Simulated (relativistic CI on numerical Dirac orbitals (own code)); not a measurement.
## Energy levels of In I

Method of calculation: Dirac-Coulomb-Breit CI, separate exchange-only KLI orbitals for each configuration, QED by a radiative potential, valence Slater integrals scaled by 0.85, configuration energies shifted to the measured levels that pair with them (semi-empirical) (own radial code, finite nucleus).

Configurations in the expansion (outside the closed core [Kr] 4d10): 5s2 5p, 5s2 6s, 5s2 6p, 5s2 5d, 5s 5p2, 5s2 7s, 5s2 6d, 5s2 7p, 5s2 4f, 5s2 7d, 5s2 5f, 5s2 5g, 5s2 6f, 5s2 7f, 5p3, 5s 5p 5d. Levels of other configurations are missing.

The lowest level is 5s2 5p 2P°_1/2, with 97 % of that term; Hund's rules for 5s2 5p give 2P° with J = 1/2, in agreement.

```csv
No.,Configuration,Term,J,E (eV),%,Next component (%),jj configuration (%)
1,5s2 5p,2P°,1/2,0.0000,97,2 5p3 2P°,5p1/2 (97)
2,5s2 5p,2P°,3/2,0.2372,97,2 5p3 2P°,5p3/2 (97)
3,5s2 6s,2S,1/2,3.0219,100,,6s (100)
4,5s2 6p,2P°,1/2,3.9452,100,,6p1/2 (100)
5,5s2 6p,2P°,3/2,3.9814,100,,6p3/2 (100)
6,5s2 5d,2D,5/2,4.0790,96,3 5s 5p2 2D,5d5/2 (96)
7,5s2 5d,2D,3/2,4.0801,97,3 5s 5p2 2D,5d3/2 (97)
8,5s 5p2(3P),4P,1/2,4.3513,100,,5s 5p1/2^2 (50)
9,5s 5p2(3P),4P,3/2,4.4660,100,,5s 5p1/2 5p3/2 (90)
10,5s2 7s,2S,1/2,4.5009,100,,7s (100)
11,5s 5p2(3P),4P,5/2,4.6426,98,1 5s2 6d 2D,5s 5p3/2^2 (59)
12,5s2 6d,2D,3/2,4.8429,96,2 5s 5p2 2D,6d3/2 (96)
13,5s2 6d,2D,5/2,4.8462,96,2 5s 5p2 2D,6d5/2 (96)
14,5s2 7p‡,2P°,1/2,4.8518,100,,7p1/2 (100)
15,5s2 7p‡,2P°,3/2,4.8652,100,,7p3/2 (100)
16,5s2 4f‡,2F°,7/2,5.1196,100,,4f7/2 (100)
17,5s2 4f‡,2F°,5/2,5.1196,100,,4f5/2 (100)
18,5s2 7d‡,2D,3/2,5.2707,97,2 5s 5p2 2D,7d3/2 (97)
19,5s2 7d‡,2D,5/2,5.2723,97,2 5s 5p2 2D,7d5/2 (97)
20,5s2 5f‡,2F°,7/2,5.4131,100,,5f7/2 (100)
21,5s2 5f‡,2F°,5/2,5.4131,100,,5f5/2 (100)
22,5s2 5g‡,2G,7/2,5.4159,100,,5g7/2 (100)
23,5s2 5g‡,2G,9/2,5.4159,100,,5g9/2 (100)
24,5s2 6f‡,2F°,7/2,5.5807,100,,6f7/2 (100)
25,5s2 6f‡,2F°,5/2,5.5807,100,,6f5/2 (100)
26,5s2 7f‡,2F°,7/2,5.6816,100,,7f7/2 (100)
27,5s2 7f‡,2F°,5/2,5.6816,100,,7f5/2 (100)
```

Energies count from the lowest computed level; ° marks odd parity. Percentages are summed over parent terms; the parents shown are those of the largest component, closed shells are left out there. Filled j subshells are mostly left out of the jj labels. ‡ marks configurations that were not tied to measured data.

The mean weight of the leading LS term, summed over parents, in these 27 levels is 99 %, and that of the leading jj configuration (from the same eigenvectors) 95 %.

Configurations whose levels could be paired with our table of measured levels were shifted onto them, all but the ground configuration, by the median error of their levels; single terms can still be off by 1,000 to 2,000 cm⁻¹ or more, and rates follow the energies as ν³ (E1, M1) or ν⁵ (E2). The others borrow a shift and can be off by several thousand cm⁻¹ or more. The fine structure of a lone outer electron comes out too small, for d and f at times inverted, and misplaced configurations move strength between like terms. 12 of the 12 excited levels that our extract of the measured tables holds in this range could be paired (the sources list more); they are missed by 41 cm⁻¹ on average and 299 at most, after the shifts were fitted to these levels, and levels without a partner can miss by more.
